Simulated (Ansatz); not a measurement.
`COCOC` + `[OH][Ga]([SH])[O][SiH3]` → `C[O][Ga]([SH])[O][SiH3]` + `COCO`  (substitution at a C–O bond)

Calculated with Ansatz (gas phase, PBE0-D4/def2-TZVP geometries, no zero-point term in ΔE). CCSD(T)/CBS adds triple-zeta CCSD(T) − MP2 to the extrapolated MP2 energy (def2 sets, frozen cores). This one scheme is used for every species. DFT in def2-TZVPP. B3LYP here is the variant with VWN-RPA as its local correlation; programs differ in this. For Ga outer-core shells are correlated without core-valence functions, which leaves a few kJ/mol of doubt a bond. Scalar relativity is left out up to krypton. Each species was taken in one conformer, which may not be the lowest.

`COCOC`:

```xyz
13

C    -1.104    0.176   -1.497
O     0.182   -0.281   -1.147
C     0.828    0.547   -0.233
O     0.240    0.560    1.028
C     0.357   -0.669    1.707
H    -1.498   -0.514   -2.242
H    -1.059    1.184   -1.931
H    -1.775    0.197   -0.633
H     0.814    1.590   -0.573
H     1.859    0.175   -0.180
H    -0.093   -0.537    2.691
H     1.411   -0.951    1.831
H    -0.161   -1.476    1.178
```

`[OH][Ga]([SH])[O][SiH3]`:

```xyz
10

O     0.053   -2.340    0.449
Ga   -0.645   -0.773    0.904
S    -2.090   -0.621    2.518
O    -0.157    0.698    0.030
Si    0.848    1.068   -1.200
H     0.679   -2.281   -0.278
H    -2.195    0.708    2.349
H     0.085    1.679   -2.319
H     1.531   -0.159   -1.713
H     1.890    2.022   -0.740
```

`C[O][Ga]([SH])[O][SiH3]`:

Cartesian coordinates in Å:
```
C -0.278 -1.881 0.374
O 0.437 -1.494 -0.776
Ga 0.739 0.198 -1.211
S 1.888 0.677 -2.991
O 0.093 1.512 -0.215
Si -0.692 1.828 1.177
H -0.680 -2.884 0.209
H 0.373 -1.915 1.255
H -1.121 -1.217 0.600
H 2.064 -0.626 -3.276
H -0.043 1.140 2.328
H -2.107 1.369 1.106
H -0.673 3.293 1.420
```

`COCO`:

```xyz
10

C     0.294    0.213    1.291
O     0.212   -0.789    0.302
C     0.141   -0.282   -0.991
O    -1.053    0.393   -1.261
H     0.360   -0.292    2.255
H     1.190    0.831    1.149
H    -0.586    0.862    1.282
H     0.277   -1.146   -1.650
H     0.936    0.453   -1.169
H    -1.772   -0.244   -1.209
```

```json
{"level": "PBE-D4", "ΔE (kcal/mol)": "4.2", "difference from CCSD(T)/CBS": "-0.4"}
{"level": "r2SCAN-D4", "ΔE (kcal/mol)": "4.6", "difference from CCSD(T)/CBS": "0.0"}
{"level": "PBE0-D4", "ΔE (kcal/mol)": "4.1", "difference from CCSD(T)/CBS": "-0.5"}
{"level": "B3LYP-D4", "ΔE (kcal/mol)": "3.8", "difference from CCSD(T)/CBS": "-0.8"}
{"level": "ωB97X-V", "ΔE (kcal/mol)": "4.4", "difference from CCSD(T)/CBS": "-0.2"}
{"level": "ωB97M-V", "ΔE (kcal/mol)": "4.6", "difference from CCSD(T)/CBS": "0.0"}
{"level": "B2PLYP", "ΔE (kcal/mol)": "4.5", "difference from CCSD(T)/CBS": "-0.1"}
{"level": "PBE", "ΔE (kcal/mol)": "4.5", "difference from CCSD(T)/CBS": "-0.1"}
{"level": "r2SCAN", "ΔE (kcal/mol)": "4.7", "difference from CCSD(T)/CBS": "0.1"}
{"level": "PBE0", "ΔE (kcal/mol)": "4.4", "difference from CCSD(T)/CBS": "-0.2"}
{"level": "B3LYP", "ΔE (kcal/mol)": "4.2", "difference from CCSD(T)/CBS": "-0.4"}
{"level": "HF/def2-TZVPP", "ΔE (kcal/mol)": "3.7", "difference from CCSD(T)/CBS": "-0.9"}
{"level": "MP2/def2-TZVPP", "ΔE (kcal/mol)": "4.9", "difference from CCSD(T)/CBS": "0.3"}
{"level": "SCS-MP2/def2-TZVPP", "ΔE (kcal/mol)": "4.6", "difference from CCSD(T)/CBS": "0.0"}
{"level": "CCSD/def2-TZVPP", "ΔE (kcal/mol)": "4.3", "difference from CCSD(T)/CBS": "-0.3"}
{"level": "CCSD(T)/def2-TZVPP", "ΔE (kcal/mol)": "4.5", "difference from CCSD(T)/CBS": "-0.1"}
{"level": "HF/def2-QZVPP", "ΔE (kcal/mol)": "3.7", "difference from CCSD(T)/CBS": "-0.9"}
{"level": "MP2/def2-QZVPP", "ΔE (kcal/mol)": "4.9", "difference from CCSD(T)/CBS": "0.3"}
{"level": "SCS-MP2/def2-QZVPP", "ΔE (kcal/mol)": "4.6", "difference from CCSD(T)/CBS": "0.0"}
{"level": "HF/CBS(def2)", "ΔE (kcal/mol)": "3.7", "difference from CCSD(T)/CBS": "-0.9"}
{"level": "MP2/CBS(def2)", "ΔE (kcal/mol)": "5.0", "difference from CCSD(T)/CBS": "0.4"}
{"level": "CCSD/CBS(def2)", "ΔE (kcal/mol)": "4.4", "difference from CCSD(T)/CBS": "-0.2"}
{"level": "CCSD(T)/CBS", "ΔE (kcal/mol)": "4.6", "difference from CCSD(T)/CBS": "0"}
```

Largest T1 diagnostic among the species: 0.014.

In def2-TZVPP, CCSD(T) changes the Hartree–Fock value by +0.7 kcal/mol (the triples alone add +0.1 kcal/mol) and MP2 by +1.2 kcal/mol.

CCSD(T)/CBS has its own doubt, a few kJ/mol and more with outer-core shells, so smaller differences from it don't rank the levels.
